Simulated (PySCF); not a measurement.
## [NiO2]-: fields on a plane

Level of theory: UPBE0/[Ni def2-TZVPD, O def2-TZVPD], no relativity, density fitting, PySCF.

The quartet minimum has Ni–O 1.653 Å (×2); O–Ni–O 180.0°.

The plane holds Ni1 at (0.00, 0.00), O2 at (1.65, 0.00), O3 at (-1.65, 0.00) Å. Columns run from x = -3.75 to 4.05 Å, rows from y = 2.25 (top) to -1.95 Å, in steps of 0.3 Å. Other isomers or separated fragments may lie lower.

Q: Give the electron density (e/Å³) (cut at 5 e/Å³). Lower edges of the bins (e/Å³): '0' 0.000, '1' 0.030, '2' 0.076, '3' 0.151, '4' 0.268, '5' 0.455, '6' 0.750, '7' 1.218, '8' 1.960, '9' 3.136; top 5.00.

A: 
```
000000000000000000000000000
000000000000000000000000000
000000000000000000000000000
000001111111111111111000000
000012333323333233332100000
000124565445665445654210000
000136898668998668986310000
000247999879999789997420000
000247999879999789997420000
000136898668998668986310000
000124565445665445654210000
000012333323333233332100000
000001111111111111111000000
000000000000000000000000000
000000000000000000000000000
```

Q: Give the spin density (e/Å³) (cut at ±0.5 e/Å³). Lower edges of the bins (e/Å³): '0' -0.025, '1' 0.028, '2' 0.080, '3' 0.133, '4' 0.185, '5' 0.238, '6' 0.290, '7' 0.343, '8' 0.395, '9' 0.448; top 0.50.

A: 
```
000000000000000000000000000
000000000000000000000000000
000000000000000000000000000
000000000000000000000000000
000000000000110000000000000
000001221001221001221000000
000001594006996004951000000
000001795019999105971000000
000001795019999105971000000
000001594006996004951000000
000001221001221001221000000
000000000000110000000000000
000000000000000000000000000
000000000000000000000000000
000000000000000000000000000
```

Other spin states or occupations of the open shell can lie lower. The lowest empty level of this anion is unbound, so it and the gap depend on the basis.
